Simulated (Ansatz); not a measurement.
The same atomization along the group F, Cl, I.

Isolated molecules relaxed with PBE0-D4/def2-TZVP in Ansatz; ΔE leaves out vibrations. CBS: MP2 limit from def2 TZ/QZ plus the TZ coupled-cluster correction, frozen cores. This one scheme is used for every species, atoms too. Functionals use def2-TZVPP. No spin–orbit coupling; open shells (•) take unrestricted orbitals. Spin–orbit coupling would lower the free atoms: a little for C, Cl, F, O; strongly for I. Elements past krypton have def2 core potentials. Bonds to I are less sure, by a few kJ/mol each and by 10 to 20 or more in all where they break to atoms, as the def2 sets lack core-valence functions.

```tsv
reaction	CCSD(T)/CBS(def2) (kJ/mol)
`FC1CCO1` → 3 C• + 5 H• + F• + O•	4042
`ClC1CCO1` → 3 C• + 5 H• + Cl• + O•	3897
`IC1CCO1` → 3 C• + 5 H• + I• + O•	?
```

Problem. Fill in the missing values. (An estimate is asked.)

Solution. Ansatz gave: `IC1CCO1` → 3 C• + 5 H• + I• + O•: +3802.0 kJ/mol.

Largest T1 diagnostic: 0.012, for `FC1CCO1`.

For atomizations the MP2-based limit and the directly extrapolated one differ by several kJ/mol either way, and by 10 to 25 for some Ge, Se and Sn compounds, so smaller differences from it don't rank the levels.
